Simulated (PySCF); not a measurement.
PySCF 2.14 output of an unrestricted BLYP calculation on a single atom or ion in def2-TZVPPD with the def2 core potential (28 electrons), with scalar relativity through the core potential:

```
SCF conv_tol = 1e-09
number electrons alpha = 9  beta = 7
    A. D. Becke.,  Phys. Rev. A 38, 3098 (1988)
    C. Lee, W. Yang, and R. G. Parr.,  Phys. Rev. B 37, 785 (1988)
    B. Miehlich, A. Savin, H. Stoll, and H. Preuss.,  Chem. Phys. Lett. 157, 200 (1989)
cycle= 1 E= -126.798658478224  delta_E= -0.00693  |g|= 0.059  |ddm|= 0.197
cycle= 2 E= -126.798578567652  delta_E= 7.99e-05  |g|= 0.0647  |ddm|= 0.0653
cycle= 3 E= -126.799737956264  delta_E= -0.00116  |g|= 0.00154  |ddm|= 0.0341
cycle= 4 E= -126.799738731511  delta_E= -7.75e-07  |g|= 8.95e-05  |ddm|= 0.00087
cycle= 5 E= -126.799738734188  delta_E= -2.68e-09  |g|= 1.7e-06  |ddm|= 5.31e-05
cycle= 6 E= -126.79973873419  delta_E= -1.46e-12  |g|= 4.05e-08  |ddm|= 1.65e-06
converged SCF energy = -126.79973873419  <S^2> = 2.0007809  2S+1 = 3.0005206
```

The run itself started from symmetry-adapted Hartree-Fock orbitals and held the occupation by maximum overlap, on a logarithmic radial grid, so the iterations belong to that start.

Q: Which element, charge and spin multiplicity is this?

A: Pd²⁺ (palladium, charge +2), multiplicity 3; the state was [Kr] 4d8, high-spin 3F determinant.

Energies and moments cover only the electrons outside the core potential.
